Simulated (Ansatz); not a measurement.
Consider the formal exchange of groups at a Ge–S bond: `S[S][GeH3]` + `CC(F)Cl` → `C[C](F)(Cl)[GeH3]` + `SS`.

Isolated molecules relaxed with PBE0-D4/def2-TZVP in Ansatz; ΔE leaves out vibrations. CBS: MP2 limit from def2 TZ/QZ plus the TZ coupled-cluster correction, frozen cores. This one scheme is used for every species. DFT in def2-TZVPP. For Ge outer-core shells are correlated without core-valence functions, which leaves a few kJ/mol of doubt a bond. Scalar relativity is left out up to krypton. One conformer a species, not always the lowest.

Problem. Is it downhill or uphill in electronic energy at CCSD(T)/CBS, and by how much? (An estimate is asked.)

Solution. Computed: Uphill: ΔE = +75.1 kJ/mol.

Problem. What do these levels give: PBE0-D4, ωB97X-V, HF/def2-TZVPP, CCSD/def2-TZVPP, CCSD(T)/def2-TZVPP, HF/CBS(def2)? (An estimate is asked.)

Solution. The calculation gave: PBE0-D4 82.5, ωB97X-V 77.0, HF/def2-TZVPP 93.5, CCSD/def2-TZVPP 77.1, CCSD(T)/def2-TZVPP 75.7, HF/CBS(def2) 93.3 kJ/mol.

Largest T1 diagnostic among the species: 0.012.

In def2-TZVPP, CCSD(T) changes the Hartree–Fock value by −17.8 kJ/mol (the triples alone add −1.4 kJ/mol) and MP2 by −15.0 kJ/mol. From PBE to PBE0 (25 % exact exchange), in def2-TZVPP and without D4, ΔE moves by +3.5 kJ/mol.
